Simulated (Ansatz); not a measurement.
Total energies of `[Cl][In]([Cl])[CH]1BO1`.

```xyz
8

Cl   -0.322    0.698    3.018
In   -1.015    0.738    0.808
Cl   -2.818    2.142    0.420
C    -0.015   -0.350   -0.723
B     1.467   -0.653   -0.718
O     0.669   -1.623   -0.289
H    -0.590   -0.485   -1.637
H     2.623   -0.467   -0.879
```

Total charge 0; spin multiplicity 1. Correlated methods include outer-core shells of In, which these sets cover unevenly. In takes the def2 core potential. Geometry: relaxed with PBE0-D4/def2-TZVP. It is one conformer, not always the lowest. Basis def2-TZVPP, Ansatz.

RPA on PBE orbitals: Hartree–Fock energy of these orbitals -1246.87813 Eh, correlation -1.76751 Eh (frozen core).

```tsv
functional	energy without D4 (Eh)	D4 term (kJ/mol)
PBE	-1249.54473	-21.3
revPBE	-1249.92623	-51.6
BLYP	-1249.99955	-44.3
r2SCAN	-1250.02387	-5.2
B97M-V	-1249.84285	–
PBE0	-1249.62220	-18.5
B3LYP	-1250.18499	-34.6
r2SCAN0	-1249.96319	-6.4
HSE06 (plane-wave form)	-1249.59865	-17.6
CAM-B3LYP	-1250.02868	-19.4
LC-ωPBE	-1249.76672	–
ωB97X-V	-1249.88834	–
B2PLYP	-1249.50769	–
PBE-QIDH	-1249.22909	–
```

**Question.** Give the same for LDA (SPW92), r2SCANh, BHLYP, ωB97M-V. (Best estimate.)

**Answer.** Computed: 
```json
{"functional": "LDA (SPW92)", "energy without D4 (Eh)": "-1245.62716", "D4 term (kJ/mol)": "–"}
{"functional": "r2SCANh", "energy without D4 (Eh)": "-1249.99887", "D4 term (kJ/mol)": "-5.8"}
{"functional": "BHLYP", "energy without D4 (Eh)": "-1249.93231", "D4 term (kJ/mol)": "-31.8"}
{"functional": "ωB97M-V", "energy without D4 (Eh)": "-1249.94773", "D4 term (kJ/mol)": "–"}
```

B3LYP takes the VWN-RPA correlation (the form of Gaussian; ORCA's B3LYP/G). HSE06 is the plane-wave form, built on full-range PBE exchange. The double hybrids freeze the cores in their second-order part.

LC-ωPBE has ω = 0.4 bohr⁻¹.
